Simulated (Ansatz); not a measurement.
Molecule: N$_{2}$, net charge 0, quintet state. The spin state was set by rule; other spins were not relaxed. 
Structure (B3LYP-D3(BJ)/def2-TZVP (Ansatz, an electronic-structure program) minimum search):
SMILES: N#N
```xyz
2

N      0.0000     0.0000    -0.7980
N      0.0000     0.0000     0.7980
```
Charge 0, spin multiplicity 5.

Basis-set convergence of Hartree-Fock and MP2 correlation energies (hartree) with Ansatz. Cores are frozen in the correlated levels unless marked. UHF or UKS for open shells. No spin-orbit coupling. Non-relativistic.

```tsv
basis	functions	E(HF)	E(corr, MP2)
aug-cc-pVDZ	46	-108.73138	-0.19707
aug-cc-pVTZ	92	-108.75013	-0.24871
aug-cc-pVQZ	160	-108.75572	-0.26607
```

Extrapolating the two largest sets (X = 3 and 4) as X^-3: E(corr) = (64·(-0.26607) - 27·(-0.24871))/37 = -0.2787 Eh, an estimate of the basis-set limit. The largest set recovers 95.5 % of it, the smallest 70.7 %.
